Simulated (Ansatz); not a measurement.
`C[O][Al]([CH3])[Cl]` + H₂S → `[CH3][Al]([SH])[Cl]` + CH₃OH at 298.15 K and 1 bar (ligand exchange at the Al–O bond).

Program: Ansatz. Geometries: PBE0-D4/def2-TZVP. ΔE: electronic, gas phase. CBS: MP2 limit from def2 TZ/QZ plus the TZ coupled-cluster correction, frozen cores. This one scheme is used for every species. One conformer a species, not always the lowest.

| species | CCSD(T)/CBS energy (Eh) | H − E (kJ/mol) | S (J/(mol·K)) |
| --- | --- | --- | --- |
| `C[O][Al]([CH3])[Cl]` | -856.81320 | 233.3 | 383.8 |
| H₂S | -398.97279 | 49.9 | 205.7 |
| `[CH3][Al]([SH])[Cl]` | -1140.16049 | 144.1 | 355.2 |
| CH₃OH | -115.61712 | 146.3 | 238.2 |

H − E and S are ideal-gas, rigid-rotor, harmonic terms from PBE0-D4/def2-TZVP, for one conformer and one mirror image of each species. 1 Eh = 2625.50 kJ/mol, R = 8.31446 J/(mol·K).

By hand: ΔE, ΔH, ΔS and ΔG.

ΔE = (-1140.16049) + (-115.61712) − (-856.81320) − (-398.97279) = 0.00838 Eh = 22.0 kJ/mol. Δ(H − E) = 144.1 + 146.3 − 233.3 − 49.9 = 7.2, so ΔH = 29.2 kJ/mol. ΔS = 355.2 + 238.2 − 383.8 − 205.7 = 3.9 J/(mol·K). ΔG = 29.2 − 298.15 × (3.9)/1000 = 28.0 kJ/mol.

By hand: the equilibrium constant, and the temperature at which ΔG would vanish if ΔH and ΔS stayed fixed.

log₁₀ K = −ΔG/(RT ln 10) = -4.9. ΔG = 0 at ΔH/ΔS = 7487 K, far beyond where these terms or the molecules hold.

The number of gas molecules stays the same, so ΔS is small and ΔH decides. A doubt of 5 kJ/mol in ΔE shifts log₁₀ K by 0.9 here. Other conformers and mirror images would add mixing entropy, several J/(mol·K) or more a flexible species. Modes under 60 cm⁻¹, often nearly free rotors, make the harmonic entropy too high. These are equilibria of isolated gas molecules and say nothing of rates. Largest T1 diagnostic: 0.011 (customary marks: 0.02 for closed shells, 0.045 for open ones).
